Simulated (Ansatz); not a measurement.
Z-matrix (Å, degrees):
```
Al
C 1 1.9570
H 2 1.0932 1 113.69
H 2 1.0956 3 107.73 1 124.21
H 2 1.0968 3 107.13 4 113.28
C 1 1.9570 2 120.24 3 -6.75
H 6 1.0935 1 113.44 2 -162.89
H 6 1.0948 7 107.96 1 -125.06
H 6 1.0974 7 106.70 8 -113.40
C 1 1.9571 2 120.00 3 173.32
H 10 1.0932 1 113.70 2 -9.70
H 10 1.0955 11 107.75 1 124.31
H 10 1.0969 11 107.08 12 113.27
```
Charge 0, spin multiplicity 1.

Computed with frozen-core CCSD(T)/cc-pVTZ // r2SCAN-D4/def2-TZVP (Ansatz, a quantum-chemistry and plane-wave program).

| Property | Result |
|---|---|
| HF energy | -360.82884 Ha |
| MP2 correlation energy | -0.62514 Ha |

### Question
Estimate the CCSD correlation energy, the (T) correction, the total energy and the T1 diagnostic.

### Answer

* **CCSD correlation energy**: -0.67611 Ha
* **(T) correction**: -0.02502 Ha
* **CCSD(T) total energy**: -361.52997 Ha
* **T1 diagnostic**: 0.009
